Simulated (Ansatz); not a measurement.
The same molecule with X = F, Cl, Br. Ansatz, PBE0-D4/def2-TZVP geometries, multiplicity 1. Each molecule was computed in one conformer, which needn't be the lowest.

Scalar relativity is left out up to krypton. Spin–orbit coupling is left out; it splits and shifts lone-pair levels of the heavy atoms by tenths of an eV.

```tsv
X	molecule	mean X–Ga bond length / Å	HOMO energy (B3LYP/def2-TZVPP) / eV	LUMO energy (PBE0/def2-TZVPP) / eV	HOMO–LUMO gap (B3LYP/def2-TZVPP) / eV
F	`C[O][Ga]([OH])[F]`	1.743	-8.12	-1.21	6.52
Br	`C[O][Ga]([OH])[Br]`	2.265	-8.01	-1.22	6.45
```

(1) Give the row for X = Cl, `C[O][Ga]([OH])[Cl]`. (Best estimate.)

Results:

(1) Ansatz gave: 
```
 X              molecule  mean X–Ga bond length / Å  HOMO energy (B3LYP/def2-TZVPP) / eV  LUMO energy (PBE0/def2-TZVPP) / eV  HOMO–LUMO gap (B3LYP/def2-TZVPP) / eV
Cl  `C[O][Ga]([OH])[Cl]`                      2.122                                -8.05                               -1.12                                   6.57
```

From F to Br the mean X–Ga bond length rises at each step, by 0.522 Å in all; the HOMO energy (B3LYP/def2-TZVPP) rises at each step, by 0.11 eV in all; the LUMO energy (PBE0/def2-TZVPP) isn't monotonic: highest at Cl, lowest at Br; the HOMO–LUMO gap (B3LYP/def2-TZVPP) isn't monotonic: highest at Cl, lowest at Br. Bonds lengthen as the atom grows down the group.

B3LYP here is the variant with VWN-RPA as its local correlation; programs differ in this.

Positive LUMOs are unbound, so they and the gaps depend on the basis.
